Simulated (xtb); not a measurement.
C3H5BF2, SMILES C=C(B(F)C)F. All values are semi-empirical tight-binding results from xtb (GFN2-xTB unless named), good for trends rather than for accurate numbers. Geometry optimised at GFN2-xTB. This is a generated structure with no PubChem entry under its InChIKey; it may be hypothetical. The values are those of a single conformer.

Computed properties:
- orbital gap: 3.78 eV
- dipole moment: 0.73 D
- zero-point energy: 47.6 kcal/mol
- G − E(el) at 298.15 K (modified RRHO): 27.4 kcal/mol
- static polarisability (D4 model): 51.2 bohr³
- solvation energy, GFN2-xTB/ALPB(water): -2.4 kcal/mol
- solvation energy, GFN2-xTB/ALPB(hexane): -4.4 kcal/mol

Computed IR lines (harmonic; lines under 4 % of the strongest left out, lines within 3 cm⁻¹ merged):
ν (cm⁻¹): 435 (w), 830 (m), 908 (m), 922 (w), 1068 (s), 1225 (vs), 1282 (s), 1360 (w), 1379 (m), 1639 (m), 3068 (w) (against the strongest line: vs over 80 %, s over 45 %, m over 15 %, w over 4 %, vw less)
